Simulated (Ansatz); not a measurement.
Cost and result for the atomization energy of C$_{3}$H$_{11}$NSi (`CCN(C)[SiH3]`) (16 atoms, 15 bonds).

```json
{"atom": "C1", "x (Å)": "1.6142", "y (Å)": "-0.8337", "z (Å)": "-0.6282"}
{"atom": "C2", "x (Å)": "1.0016", "y (Å)": "-0.0667", "z (Å)": "0.5354"}
{"atom": "N3", "x (Å)": "-0.3597", "y (Å)": "0.3801", "z (Å)": "0.3238"}
{"atom": "C4", "x (Å)": "-0.5153", "y (Å)": "1.4405", "z (Å)": "-0.6428"}
{"atom": "Si5", "x (Å)": "-1.6990", "y (Å)": "-0.5813", "z (Å)": "0.8014"}
{"atom": "H6", "x (Å)": "1.6510", "y (Å)": "-0.2254", "z (Å)": "-1.5348"}
{"atom": "H7", "x (Å)": "1.0356", "y (Å)": "-1.7342", "z (Å)": "-0.8497"}
{"atom": "H8", "x (Å)": "2.6374", "y (Å)": "-1.1367", "z (Å)": "-0.3919"}
{"atom": "H9", "x (Å)": "1.0205", "y (Å)": "-0.6944", "z (Å)": "1.4322"}
{"atom": "H10", "x (Å)": "1.6238", "y (Å)": "0.8111", "z (Å)": "0.7602"}
{"atom": "H11", "x (Å)": "-0.3076", "y (Å)": "1.1307", "z (Å)": "-1.6763"}
{"atom": "H12", "x (Å)": "0.1593", "y (Å)": "2.2723", "z (Å)": "-0.4040"}
{"atom": "H13", "x (Å)": "-1.5371", "y (Å)": "1.8268", "z (Å)": "-0.6157"}
{"atom": "H14", "x (Å)": "-1.3471", "y (Å)": "-1.2434", "z (Å)": "2.0859"}
{"atom": "H15", "x (Å)": "-2.8765", "y (Å)": "0.3140", "z (Å)": "0.9604"}
{"atom": "H16", "x (Å)": "-2.1011", "y (Å)": "-1.6596", "z (Å)": "-0.1558"}
```

The species carries charge 0 and has multiplicity 1. The geometry is a stationary point of PBE0-D4/def2-TZVP. It is one conformer, not always the lowest. Program: Ansatz. All runs use 4 threads of an Arm Neoverse V1 on a shared host. Times are those of one run each, without the atoms' runs, and a repeat can differ threefold. Electronic energies, without spin–orbit coupling; frozen cores. CCSD(T)/CBS adds CCSD(T) − MP2 in def2-TZVPP to the MP2 limit, and its time is that of the two runs behind it. T1 = 0.010. B3LYP takes the VWN-RPA correlation (the form of Gaussian; ORCA's B3LYP/G). HSE06 is the plane-wave form, built on full-range PBE exchange.

CCSD(T)/CBS is a level of theory with its own doubt, some kJ/mol a heavy atom from the limit and from the frozen cores, so smaller differences don't rank the functionals.

```csv
level,functions,wall time,atomization (kJ/mol),difference from CCSD(T)/CBS,per bond
revPBE-D4/def2-TZVPP,320,4.1 s,5758.9,-44.5,-3.0
PBE-D4/def2-TZVPP (with forces),320,5 s,5868.0,64.6,4.3
PBE0-D4/def2-TZVPP,320,6 s,5807.7,4.3,0.3
HSE06-D4/def2-TZVPP,320,6.5 s,5810.8,7.4,0.5
CAM-B3LYP-D4/def2-TZVPP,320,7 s,5844.1,40.7,2.7
r2SCANh-D4/def2-TZVPP,320,9.5 s,5773.6,-29.8,-2.0
B3LYP-D4/def2-TZVPP (with forces),320,11 s,5821.2,17.8,1.2
PBE-QIDH/def2-TZVPP,320,11 s,5765.4,-38.0,-2.5
CCSD(T)/def2-SVP,129,12 s,5524.5,-278.9,-18.6
ωB97X-V/def2-TZVPP,320,13 s,5826.7,23.3,1.6
MP2/def2-QZVPP,628,60 s,5772.3,-31.1,-2.1
CCSD(T)/def2-TZVPP,320,20 min,5667.5,-135.9,-9.1
CCSD(T)/CBS(def2),–,21 min,5803.4,0.0,0.0
```

The D4 term adds +52.7 kJ/mol with B3LYP and +28.0 kJ/mol with PBE0; it sums over pairs of atoms, weighted by their polarisabilities, and B3LYP, whose exchange is more repulsive, gets the larger term. From r2SCAN to r2SCAN0 (25 % exact exchange), in def2-TZVPP and without D4, the atomization energy moves by −50.2 kJ/mol: exact exchange takes away binding that semilocal exchange gives to molecules. At CCSD(T), def2-SVP lies −278.9 kJ/mol from the extrapolated value and def2-TZVPP −135.9 kJ/mol: correlation converges slowly with the basis, and small sets miss more of it in the bonded molecule than in its fragments.
